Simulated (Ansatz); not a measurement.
A series at Sn: from `[NH2][Sn]([NH2])([NH2])[Cl]`, ligands are replaced one by one, each step taking up HCl and setting free NH₃; n counts the steps. Ansatz, PBE0-D4/def2-TZVP geometries. Each molecule was computed in one conformer, which needn't be the lowest.

```
n                       molecule  HOMO energy, ωB97M-V/def2-TZVPP (eV)
0  `[NH2][Sn]([NH2])([NH2])[Cl]`                                -10.06
1   `[NH2][Sn]([NH2])([Cl])[Cl]`                                -10.47
2    `[NH2][Sn]([Cl])([Cl])[Cl]`                                     ?
3     `[Cl][Sn]([Cl])([Cl])[Cl]`                                -12.05
```

Question: By hand: fit a straight line y = ȳ + b (n − n̄) to the 3 given rows and predict n = 2.

Answer: n̄ = 1.333, ȳ = -10.860; Σ(n − n̄)(y − ȳ) = -3.180, Σ(n − n̄)² = 4.667, so b = -0.681 eV a step. Prediction: -10.860 + (-0.681) × (0.667) = -11.31 eV.

Question: By hand: compare with the computed value, -10.93 eV, and give the steps along the whole series.

Answer: The line misses by 0.38 eV (computed minus predicted). Steps: -0.41, -0.46, -1.12 eV.

The steps grow at each stage, from -0.41 to -1.12 eV, so the series is curved. The highest orbital can change its character along such a series. The miss is 19.1 % of the series' range.
